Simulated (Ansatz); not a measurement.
Consider the redistribution: `[NH2][Al]([OH])[OH]` + `N[SiH2]S` → `[NH2][Al]([NH2])[OH]` + `O[SiH2]S`.

Gas-phase electronic energies from Ansatz, PBE0-D4/def2-TZVP geometries. CCSD(T)/CBS is the MP2 limit (def2-TZVPP, def2-QZVPP) plus CCSD(T) − MP2 in def2-TZVPP, frozen cores. This one scheme is used for every species. DFT in def2-TZVPP. B3LYP here is the variant with VWN-RPA as its local correlation; programs differ in this. HSE06 is defined as in plane-wave codes. One conformer a species, not always the lowest.

Q: Is it downhill or uphill in electronic energy at CCSD(T)/CBS, and by how much? (Best estimate.)

A: Computed: Uphill: ΔE = +4.1 kJ/mol.

Q: What do these levels give: PBE-D4, r2SCAN-D4, B3LYP, HSE06, HF/def2-TZVPP, CCSD/CBS(def2)? (Best estimate.)

A: Computed: PBE-D4 4.9, r2SCAN-D4 3.9, B3LYP 4.1, HSE06 4.7, HF/def2-TZVPP 3.2, CCSD/CBS(def2) 4.2 kJ/mol.

Q: What do rigid-rotor, harmonic-oscillator terms from PBE0-D4/def2-TZVP frequencies (298.15 K, 1 bar) make of the CCSD(T)/CBS value? (Estimate.)

A: Ansatz gave: ΔZPE = 0.0 kJ/mol, ΔH = +3.9 kJ/mol, ΔS = -3 J/(mol·K), ΔG = +4.8 kJ/mol.

Largest T1 diagnostic among the species: 0.011.

Leaving LDA and LC-ωPBE aside and taking each functional with its dispersion term where it has one, the values, not all of them listed here, spread over 3.0 kJ/mol, from B97M-V to revPBE-D4. At CCSD(T), def2-SVP lies +4.6 kJ/mol from the extrapolated value and def2-TZVPP +0.0 kJ/mol.
